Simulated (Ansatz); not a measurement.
Compare A (`BB1OCN1[SiH3]`) with its isomer B (`O[SiH2]N1BCB1`).

Gas-phase electronic energies from Ansatz, PBE0-D4/def2-TZVP geometries. CBS: MP2 limit from def2 TZ/QZ plus the TZ coupled-cluster correction, frozen cores. Functionals use def2-TZVPP. B3LYP here is the variant with VWN-RPA as its local correlation; programs differ in this. Each species was taken in one conformer, which may not be the lowest.

**Question.** Which is lower in electronic energy at CCSD(T)/CBS, and by how much? (Best estimate.)

**Answer.** Ansatz gave: B, by 268.3 kJ/mol.

**Question.** Give E(B) − E(A) in kJ/mol with ωB97M-V, MP2/def2-TZVPP, CCSD(T)/def2-TZVPP, PBE-D4, B2PLYP, r2SCAN-D4, B3LYP. (Best estimate.)

**Answer.** Ansatz gave: ωB97M-V -268.7, MP2/def2-TZVPP -278.4, CCSD(T)/def2-TZVPP -259.8, PBE-D4 -256.8, B2PLYP -262.6, r2SCAN-D4 -270.1, B3LYP -254.6. None reverses the order clearly.

Largest T1 diagnostic: 0.013.

From PBE to PBE0 (25 % exact exchange), in def2-TZVPP and without D4, E(B) − E(A) moves by −4.4 kJ/mol. In def2-TZVPP, CCSD(T) changes the Hartree–Fock value by −18.6 kJ/mol (the triples alone add −2.3 kJ/mol) and MP2 by −37.2 kJ/mol.
